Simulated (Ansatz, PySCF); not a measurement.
Ways to break one bond of OB(O)O[SiH3]:

A. OB(O)O[SiH3] -> O[B]O[SiH3] + [OH] (HO)
B. OB(O)O[SiH3] → O[B]O + [O][SiH3]
C. OB(O)O[SiH3] → [O]B(O)O[SiH3] + H atom
D. OB(O)O[SiH3] -> OB(O)O[SiH2] + H atom
E. OB(O)O[SiH3] -> [O]B(O)O + [SiH3] (SiH3)

Quantity: bond dissociation energy (enthalpy at 298 K, with B3LYP-D3(BJ) rigid-rotor harmonic-oscillator terms), kcal/mol. Geometries: B3LYP-D3(BJ)/def2-TZVP minima from Ansatz (a quantum-chemistry and plane-wave program), one conformer each, not searched for the lowest. Frequencies are from Ansatz or PySCF. Valence correlation only, unless marked. UHF or UKS for open shells. Spin-orbit coupling is left out. Non-relativistic. Basis-set limits of correlation are two-point, X^-3; Hartree-Fock from the larger set. [CCSD(T)-MP2]/basis is that difference in the basis named.

**Question.** Rank them by bond dissociation energy at RI-MP2/CBS(cc-pV(T+d)Z,cc-pV(Q+d)Z)+[CCSD(T)-MP2]/cc-pV(T+d)Z (Ansatz), lowest first.

**Answer.** D (90.5 kcal/mol), C (116.6 kcal/mol), E (127.2 kcal/mol), A (144.9 kcal/mol), B (152.5 kcal/mol)
